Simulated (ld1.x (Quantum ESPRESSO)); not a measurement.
Building the ultrasoft potential for Br (Z = 35) (PBE, scalar-relativistic).

- Element: bromine
- Generator: ld1.x (Quantum ESPRESSO) 7.5
- Type: ultrasoft
- Functional: PBE
- Relativity: scalar-relativistic
- Frozen core: [Ar] 3d10
- Valence charge: 7
- Reference configuration: 4s2 4p5
- Partial waves: 4s (bound): rcut 1.40, rcutus 1.55 bohr; 4s channel at 0.2 Ry: rcut 1.40, rcutus 1.55 bohr; 4p (bound): rcut 1.35, rcutus 1.55 bohr; 4p channel at 0.95 Ry: rcut 1.35, rcutus 1.55 bohr
- Local potential: all-electron potential smoothed inside 1.25 bohr (lloc = -2)
- Core correction: none
- Augmentation charge: PSQ, inside the norm-conserving radii

Poles of the logarithmic derivatives, all-electron (AE) and pseudo (PS). s: poles at 2.5 (AE) and 2.5 (PS) Ry. p: poles at 4.5 (AE) and 4.5 (PS) Ry. Test radius 1.69 bohr.

* Cutoffs needed: 12 Ry and 35 Ry (the cutoffs (Ry, on a coarse ladder) from which the occupation-weighted sum of valence levels, in a spherical-Bessel basis at the reference potential, stays within 10 and 1 mRy of its value at 400 Ry)
* Ghost test: no extra level below or beside the all-electron valence levels (s, p, d, f tested) (spherical-Bessel basis up to 400 Ry, 20 bohr box)
* Largest excitation error: -118 meV (all-electron minus pseudo) for 4s2 4p1, out of 7 test configurations
* Lowest eigenvalue of the overlap operator: 0.40 (s channel)
* Density cutoff estimated by the generator: 151 Ry
